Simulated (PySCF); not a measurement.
# Static response to an electric field

Species: C₄H₄N₂OS₂.
Cartesian coordinates in Å at the GFN2-xTB level; atoms count from 1:
```
atom  x, y, z in Å
C1     2.4442    0.6101    0.2399
S2     1.2802   -0.5937   -0.4604
C3    -0.2095    0.1011    0.0754
N4    -0.2319    1.2332    0.8014
N5    -1.3900    1.6208    1.1206
S6    -2.6067    0.6657    0.5840
C7    -1.4878   -0.4110   -0.1741
C8    -1.8548   -1.5956   -0.9092
O9    -2.9815   -1.9850   -1.0886
H10    3.4368    0.2718   -0.0388
H11    2.2379    1.5894   -0.1789
H12    2.3315    0.6284    1.3187
H13   -0.9727   -2.1345   -1.3077
```

Level: B3LYP/def2-SVPD (PySCF), static field, nuclei fixed, core orbitals frozen in the response. The polarisability tensor in these axes (au):

```
x   149.02   9.41   0.75
y     9.41  96.60  20.93
z     0.75  20.93  76.35
```

Q: What are the eigenvalues, a third of the trace, and Δα (Δα² = ½Σ(αi − αj)² over the three pairs)?

A: Principal values 63.00, 108.03 and 150.93 au; mean 107.32 au = 15.90 Å³ = 17.69 × 10⁻⁴⁰ C²·m²/J; Δα = 76.16 au (71 % of the mean).

Q: What is the dipole moment, and where does it point?

A: (3.08, 0.36, 0.04) D, 3.10 D in size, pointing from the negative to the positive side. Measured along this direction, the outermost atoms are O9 at the negative end and H10 at the positive end.

Q: In a dilute gas of rigid molecules at 350 K, how does the orientational term μ²/3kT compare with the electronic polarisability?

A: In Gaussian units μ²/3kT = 66.19 Å³ against 15.90 Å³, a ratio of 4.16; the Debye molar polarisation (4π/3)N_A(α + μ²/3kT) is 207.1 cm³/mol, leaving out the vibrational part.

Q: Traceless (Buckingham) quadrupole moment about the centre of nuclear charge: eigenvalues?

A: -13.51, 3.24, 10.27 D·Å. The values depend on the origin, since the dipole doesn't vanish. The electronic extent ⟨r²⟩ about the same centre is 1634 bohr², a root-mean-square distance of 2.36 Å for the 82 electrons.

Q: What would n − 1 = 2πNα be for an ideal gas of these molecules at 298.15 K and 1 atm, electronic part alone?

A: N = p/kT = 2.4615 × 10¹⁹ cm⁻³, so n − 1 = 2π × N × 15.90 × 10⁻²⁴ cm³ = 2460 × 10⁻⁶ at long wavelengths.

Q: In TDDFT the mean static polarisability is Σ f/ω² over all singlet excitations (ω in hartree). How much of it do the 8 lowest give? Their energies (eV) and oscillator strengths: 3.26, 0.0186; 3.26, 0.0785; 3.45, 0.0008; 5.16, 0.0654; 5.21, 0.0002; 5.27, 0.0650; 5.44, 0.0002; 5.56, 0.0014.

A: They add up to 10.41 au, 9.7 % of the 107.32 au; the largest single term is 5.47 au, from the state at 3.26 eV. Terms in order: 1.30, 5.47, 0.05, 1.82, 0.00, 1.74, 0.01, 0.03 au. Higher excitations give the rest. The strengths listed sum to 0.230.

Geometry: GFN2-xTB, one conformer, isolated molecule.
